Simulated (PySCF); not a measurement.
2,3,3-trifluoroprop-1-ene (C3H3F3), SMILES C=C(F)C(F)F.

Geometry: PBE0-D3(BJ)/def2-SVP. The values are those of a single conformer.

Level of theory: TDA-M06-2X/def2-SVPD (PySCF).

Vertical excitations. Gas-phase values at a fixed geometry.

| state | energy (eV) | λ (nm) | f | main pairs |
|---|---|---|---|---|
| S1 | 7.84 | 158 | 0.175 | HOMO→LUMO+1 45 %, HOMO→LUMO 44 % |
| S2 | 8.12 | 153 | 0.336 | HOMO→LUMO+1 43 %, HOMO→LUMO 39 %, HOMO−1→LUMO 7 % |
| S3 | 8.31 | 149 | 0.031 | HOMO−1→LUMO 65 % |
| S4 | 8.40 | 148 | 0.012 | HOMO→LUMO+3 46 %, HOMO−1→LUMO 12 %, HOMO→LUMO+2 10 % |
| S5 | 8.88 | 140 | 0.022 | HOMO→LUMO+2 78 % |
| S6 | 9.18 | 135 | 0.003 | HOMO→LUMO+3 26 %, HOMO→LUMO+6 21 %, HOMO→LUMO+5 20 %, HOMO→LUMO+4 15 % |
| S7 | 9.62 | 129 | 0.000 | HOMO−2→LUMO 76 % |
| S8 | 9.83 | 126 | 0.009 | HOMO→LUMO+4 62 %, HOMO→LUMO+6 20 % |
| S9 | 10.02 | 124 | 0.007 | HOMO→LUMO+5 47 %, HOMO→LUMO+6 36 % |
| S10 | 10.11 | 123 | 0.039 | HOMO−1→LUMO+1 60 % |
| T1 | 4.73 | 262 | 0 | HOMO→LUMO 88 % |
| T2 | 7.83 | 158 | 0 | HOMO→LUMO+1 74 %, HOMO→LUMO+3 14 % |
| T3 | 7.93 | 156 | 0 | HOMO−1→LUMO 86 % |
| T4 | 8.18 | 151 | 0 | HOMO→LUMO+3 38 %, HOMO→LUMO+1 13 %, HOMO→LUMO+2 11 %, HOMO→LUMO+6 10 % |
Triplets are in the Tamm–Dancoff approximation.
